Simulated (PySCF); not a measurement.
CH₇BSi₂, CH₅OSi₂, CH₃BClSi, BClH₃NSi and others (calculated)

Computed with PySCF 2.14.0. Calculation on a computer-drawn molecule: the log of a Hartree-Fock and frozen-core CCSD(T) single point meant for a local Hartree-Fock minimum, with one planted fault or none, to be diagnosed. Offsets are logged minus clean, where the clean run is the same molecule without the fault. The reference is restricted for singlets and unrestricted otherwise, and also for a bond in bohr or an excited solution. Adding or removing an electron swaps singlet and doublet. The excited solution moves the top pair (singlet) or top alpha electron (doublet) to the lowest empty orbital. Highest occupied and lowest empty are orbital energies over both spins, largest force is the largest gradient component, triples share is (T) over the correlation energy, the T1 limit is 0.02 restricted and 0.045 unrestricted, electrons count all cores, a negative frequency is imaginary (commonest isotopes), and the dipole is about the centre of nuclear charge.

Common to all runs: meant multiplicity 1; meant basis cc-pV(D+d)Z; logged SCF converged yes; logged spin squared 0; possible faults no fault, one electron removed, one electron added, multiplicity raised by two, geometry at a saddle point, SCF held on an excited solution, minimal basis STO-3G, one bond length entered in bohr, all coordinates scaled.

(1) CH₇BSi₂

Logged structure:
```xyz
11
CH7BSi2
Si     0.9089    -1.9524     0.8182
C      0.4173    -0.3080     1.0757
B     -0.5269     0.5000     0.1430
Si    -1.4575    -0.0906    -1.6184
H      0.4792    -2.7888    -0.3372
H      1.8216    -2.6874     1.7475
H      0.8189     0.1838     1.9794
H     -0.7858     1.6572     0.4551
H     -1.1910    -1.5057    -2.0752
H     -1.0329     0.8232    -2.7440
H     -2.9543     0.0500    -1.4698
```

```
meant charge                         : 0
logged electrons                     : 46
logged basis functions               : 109
logged highest occupied              : -9.2409 eV
logged lowest empty                  : 0.75118 eV
logged largest force                 : 0.0093586 hartree/bohr
logged T1 diagnostic                 : 0.014193
logged D1 diagnostic                 : 0.043721
logged triples share                 : 0.034816
logged CC converged                  : yes
logged dipole magnitude              : 3.3689 debye
logged SCF stable within its kind    : yes
logged energy HF                     : -644.43006 hartree
logged energy CCSD(T)                : -644.93276 hartree
planted fault                        : all coordinates scaled, by +1.5 %
HF energy offset from clean run      : 1.39 kcal/mol
CCSD(T) energy offset from clean run : 0.04024 kcal/mol
```

Drawn bonds:
| atom | other atom | order |
| --- | --- | --- |
| 1 | 2 | 2 |
| 2 | 3 | 1 |
| 3 | 4 | 1 |
| 1 | 5 | 1 |
| 1 | 6 | 1 |
| 2 | 7 | 1 |
| 3 | 8 | 1 |
| 4 | 9 | 1 |
| 4 | 10 | 1 |
| 4 | 11 | 1 |

(2) CH₅OSi₂

Logged structure:
```xyz
9
CH5OSi2
Si     0.8909    -0.2384     1.3233
C     -0.6374    -0.3392     2.0777
O     -1.8313    -0.2336     1.3259
Si    -3.3753    -0.2479     1.4522
H      2.0826    -0.3557     2.1600
H      1.0269    -0.0404    -0.1196
H     -0.8107    -0.4842     3.1355
H     -4.1159    -0.0759     0.2136
H     -4.0142    -0.4255     2.7508
```

```
meant charge                         : 1
logged electrons                     : 46
logged basis functions               : 99
logged highest occupied              : -12.739 eV
logged lowest empty                  : -4.4985 eV
logged largest force                 : 4.005e-05 hartree/bohr
logged lowest frequency              : 106.14 cm⁻¹
logged T1 diagnostic                 : 0.021078
logged D1 diagnostic                 : 0.083848
logged triples share                 : 0.032111
logged CC converged                  : yes
logged dipole magnitude              : 4.6218 debye
logged SCF stable within its kind    : yes
logged energy HF                     : -693.18887 hartree
logged energy CCSD(T)                : -693.74613 hartree
planted fault                        : no fault
HF energy offset from clean run      : 0 kcal/mol
CCSD(T) energy offset from clean run : 0 kcal/mol
```

Drawn bonds:
| atom | other atom | order |
| --- | --- | --- |
| 1 | 2 | 2 |
| 2 | 3 | 1 |
| 3 | 4 | 1 |
| 1 | 5 | 1 |
| 1 | 6 | 1 |
| 2 | 7 | 1 |
| 4 | 8 | 1 |
| 4 | 9 | 1 |

Notes: T1 above single-reference limit.

(3) CH₃BClSi

Logged structure:
```xyz
7
CH3BClSi
Si    -0.5628     0.3321    -0.2185
C     -0.9794    -0.2610    -1.7962
B     -1.0581    -1.6445    -2.1285
Cl    -1.1452    -3.2453    -2.4980
H     -0.2647    -0.5933     0.8740
H     -0.4989     1.7640     0.0597
H     -1.1957     0.4549    -2.5881
```

```
meant charge                      : 1
logged electrons                  : 44
logged basis functions            : 31
logged highest occupied           : -13.848 eV
logged lowest empty               : -2.0092 eV
logged largest force              : 0.079773 hartree/bohr
logged T1 diagnostic              : 0.018239
logged D1 diagnostic              : 0.056673
logged triples share              : 0.037481
logged CC converged               : yes
logged dipole magnitude           : 5.4728 debye
logged SCF stable within its kind : yes
logged energy HF                  : -803.47883 hartree
logged energy CCSD(T)             : -803.66938 hartree
planted fault                     : ?
```

Drawn bonds:
| atom | other atom | order |
| --- | --- | --- |
| 1 | 2 | 2 |
| 2 | 3 | 1 |
| 3 | 4 | 1 |
| 1 | 5 | 1 |
| 1 | 6 | 1 |
| 2 | 7 | 1 |

(4) BClH₃NSi

Logged structure:
```xyz
7
BClH3NSi
Si    -0.6453    -0.4620    -0.6554
N     -0.4088     0.7118     0.3347
B     -0.1889     1.7491     1.2105
Cl     1.4816     2.1699     1.7393
H     -0.6702    -0.2994    -2.1147
H     -0.8809    -1.8474    -0.2290
H     -1.0630     2.4238     1.6685
```

```
meant charge                      : 0
logged electrons                  : 46
logged basis functions            : 89
logged highest occupied           : -10.649 eV
logged lowest empty               : 1.189 eV
logged largest force              : 2.057e-05 hartree/bohr
logged lowest frequency           : 111.26 cm⁻¹
logged T1 diagnostic              : 0.017847
logged D1 diagnostic              : 0.062476
logged triples share              : 0.032222
logged CC converged               : yes
logged dipole magnitude           : 5.112 debye
logged SCF stable within its kind : yes
logged energy HF                  : -829.37368 hartree
logged energy CCSD(T)             : -829.90688 hartree
planted fault                     : ?
```

Drawn bonds:
| atom | other atom | order |
| --- | --- | --- |
| 1 | 2 | 2 |
| 2 | 3 | 1 |
| 3 | 4 | 1 |
| 1 | 5 | 1 |
| 1 | 6 | 1 |
| 3 | 7 | 1 |

(5) BH₆NSi₂

Logged structure:
```xyz
10
BH6NSi2
Si    -0.8009     0.7448    -3.3062
N      0.0777     1.2253    -2.1124
B      0.8676     1.6268    -1.0535
Si     2.2037     0.3395    -0.1738
H     -0.3857     0.8608    -4.7100
H     -2.1248     0.1322    -3.1368
H      0.7744     2.7567    -0.6332
H      3.5936     0.8670    -0.2618
H      1.9006     0.1586     1.2731
H      2.1935    -1.0077    -0.8067
```

```
meant charge                      : 0
logged electrons                  : 46
logged basis functions            : 104
logged highest occupied           : -3.4095 eV
logged lowest empty               : -3.9032 eV
logged largest force              : 0.29509 hartree/bohr
logged CC converged               : no
logged dipole magnitude           : 8.2858 debye
logged SCF stable within its kind : no
logged energy HF                  : -660.07134 hartree
planted fault                     : ?
```

Drawn bonds:
| atom | other atom | order |
| --- | --- | --- |
| 1 | 2 | 2 |
| 2 | 3 | 1 |
| 3 | 4 | 1 |
| 1 | 5 | 1 |
| 1 | 6 | 1 |
| 3 | 7 | 1 |
| 4 | 8 | 1 |
| 4 | 9 | 1 |
| 4 | 10 | 1 |

Notes: CCSD not converged.

To be estimated
1. Which fault was planted in the run of CH₃BClSi (entry 3)?
2. BClH₃NSi (entry 4): planted fault?
3. Which fault was planted in the run of BH₆NSi₂ (entry 5)?

## Answers
1. minimal basis STO-3G
2. no fault
3. SCF held on an excited solution

Further results for CH₃BClSi (entry 3):

```
HF energy offset from clean run      : 5651 kcal/mol
CCSD(T) energy offset from clean run : 5832 kcal/mol
```

Further results for BClH₃NSi (entry 4):

```
HF energy offset from clean run      : 0 kcal/mol
CCSD(T) energy offset from clean run : 0 kcal/mol
```

Further results for BH₆NSi₂ (entry 5):

```
HF energy offset from clean run : 259.2 kcal/mol
```
